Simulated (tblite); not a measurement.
Compound: C₃H₉F₃Si₂.
Numbering: `[F:1][CH2:2][C:3]([F:4])([CH2:5][F:6])[SiH2:7][SiH3:8]` (hydrogens: H9, H10 on C2; H11, H12 on C5; H13, H14 on Si7; H15, H16, H17 on Si8)

Computed with GFN2-xTB (tblite), gas phase: L-BFGS steps from a force-field or distance-geometry start until the largest atomic force falls under 0.01 eV/Å.

The end geometry, which sets the zero of energy:
```
atom  x, y, z in Å
F1     -2.5498   -0.8271   -0.6908
C2     -2.0329   -0.5501    0.5463
C3     -0.6766    0.1235    0.3929
F4     -0.1566    0.2128    1.6925
C5     -0.8514    1.5293   -0.1500
F6      0.3052    1.9629   -0.7568
Si7     0.5815   -0.8954   -0.6880
Si8     2.7283   -0.3276   -0.0375
H9     -2.7562    0.0887    1.0675
H10    -1.9227   -1.4991    1.0782
H11    -1.0847    2.2474    0.6432
H12    -1.6278    1.5378   -0.9197
H13     0.1520   -0.6188   -2.0615
H14     0.1852   -2.2861   -0.4128
H15     3.1850   -1.1800    1.0663
H16     3.6361   -0.5698   -1.1634
H17     2.8784    1.0637    0.3839
```

Task: These geometries come from the run, each turned onto the end geometry. Order them by energy, lowest first.
A.
```
atom  x, y, z in Å
F1     -2.4548   -0.8711   -0.3481
C2     -1.7669   -0.5755    0.7947
C3     -0.5715    0.2592    0.3911
F4      0.0586    0.6278    1.5858
C5     -0.9556    1.5230   -0.3561
F6      0.1814    2.2621   -0.5607
Si7     0.5525   -0.7878   -0.8305
Si8     2.6192   -0.4987    0.0770
H9     -2.4899   -0.1122    1.4738
H10    -1.4139   -1.5300    1.1955
H11    -1.6661    2.1942    0.1257
H12    -1.3344    1.2463   -1.3422
H13     0.2671   -0.1842   -2.1353
H14    -0.0456   -2.1276   -0.7865
H15     2.7635   -1.6047    1.0160
H16     3.5659   -0.6114   -1.0263
H17     2.6836    0.8028    0.7164
```
B.
```
atom  x, y, z in Å
F1     -2.5047   -0.9197   -0.6550
C2     -2.0077   -0.5543    0.5667
C3     -0.6630    0.1310    0.3835
F4     -0.1181    0.2259    1.6718
C5     -0.8534    1.5345   -0.1604
F6      0.2808    1.9610   -0.8122
Si7     0.5724   -0.8829   -0.7294
Si8     2.7084   -0.3423   -0.0258
H9     -2.7508    0.1015    1.0339
H10    -1.8851   -1.4625    1.1638
H11    -1.0516    2.2560    0.6387
H12    -1.6566    1.5416   -0.9023
H13     0.1262   -0.5653   -2.0883
H14     0.1741   -2.2782   -0.4880
H15     3.1208   -1.2200    1.0748
H16     3.6665   -0.5529   -1.1138
H17     2.8350    1.0387    0.4324
```
C.
```
atom  x, y, z in Å
F1     -2.5992   -0.9345   -0.3335
C2     -1.8542   -0.5602    0.7520
C3     -0.6301    0.2241    0.3048
F4      0.0429    0.5183    1.5053
C5     -1.0221    1.5393   -0.3476
F6      0.1189    2.2343   -0.6657
Si7     0.5805   -0.7876   -0.8422
Si8     2.6900   -0.5046    0.0746
H9     -2.5025    0.0334    1.4118
H10    -1.5083   -1.4655    1.2629
H11    -1.6193    2.1686    0.3231
H12    -1.5697    1.3646   -1.2825
H13     0.2886   -0.2958   -2.1949
H14    -0.0039   -2.1379   -0.8219
H15     2.9854   -1.5452    1.0695
H16     3.7178   -0.6222   -0.9643
H17     2.8783    0.7830    0.7389
```
D.
```
atom  x, y, z in Å
F1     -2.4839   -0.9600   -0.5979
C2     -1.9540   -0.5635    0.6018
C3     -0.6451    0.1699    0.3564
F4     -0.0458    0.3115    1.6177
C5     -0.9115    1.5561   -0.1972
F6      0.2009    2.0362   -0.8498
Si7     0.5759   -0.8431   -0.7684
Si8     2.7038   -0.3847    0.0097
H9     -2.7056    0.0641    1.0953
H10    -1.7656   -1.4605    1.1994
H11    -1.1510    2.2744    0.5962
H12    -1.7165    1.5154   -0.9378
H13     0.1709   -0.5223   -2.1379
H14     0.1291   -2.2290   -0.5474
H15     3.0423   -1.3336    1.0793
H16     3.6706   -0.5840   -1.0746
H17     2.8785    0.9652    0.5454
```
E.
```
atom  x, y, z in Å
F1     -2.5235   -0.9840   -0.5044
C2     -1.9206   -0.5742    0.6538
C3     -0.6531    0.2101    0.3441
F4     -0.0523    0.4298    1.5940
C5     -0.9861    1.5612   -0.2586
F6      0.1005    2.0646   -0.9356
Si7     0.5940   -0.7784   -0.7792
Si8     2.7239   -0.4524    0.0543
H9     -2.6550    0.0230    1.2063
H10    -1.6608   -1.4695    1.2263
H11    -1.2557    2.2973    0.5068
H12    -1.7898    1.4566   -0.9921
H13     0.2752   -0.3598   -2.1461
H14     0.1178   -2.1678   -0.6743
H15     3.0372   -1.4651    1.0699
H16     3.6910   -0.6395   -1.0291
H17     2.9503    0.8603    0.6542
```

Result: B (0.004 eV), D (0.012 eV), E (0.023 eV), C (0.089 eV), A (0.317 eV).

In the order of the answer:

```tsv
step	E above end (eV)	largest force (eV/Å)	rms force component (eV/Å)	rms distance from end (Å)	rms bond change (Å)	bond most changed (Å)
84	0.004	0.04	0.015	0.059	0.001	C2–C3 -0.002
70	0.012	0.05	0.020	0.135	0.001	Si7–Si8 -0.002
59	0.023	0.07	0.020	0.238	0.001	Si7–Si8 -0.004
18	0.089	0.20	0.057	0.377	0.003	C3–F4 +0.005
5	0.317	0.42	0.153	0.443	0.012	Si7–Si8 -0.038
```

The cost below is that of the whole relaxation. Time: 0.91 s wall. Hardware: an Arm Neoverse V1 with one thread, on a shared host.
